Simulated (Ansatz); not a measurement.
`FC(F)(F)C1(F)OC1(F)F`, charge 0, multiplicity 1.

Give a relaxed structure at PBE0-D4/def2-TZVP (Ansatz 0.2.0). (An estimate is asked.)

Ansatz gave: 
```xyz
10

F    -1.2445    1.7648   -0.0143
C    -0.7489    0.7560   -0.7242
F    -1.6896   -0.1613   -0.8823
F    -0.3925    1.2134   -1.9195
C     0.4675    0.1778   -0.0094
F     1.4189    1.1000    0.1135
O     0.9066   -1.0944   -0.4335
C     0.4774   -0.9817    0.8649
F    -0.5927   -1.6725    1.2026
F     1.3978   -1.1020    1.8020
```
This is one stationary point; other conformers may exist.
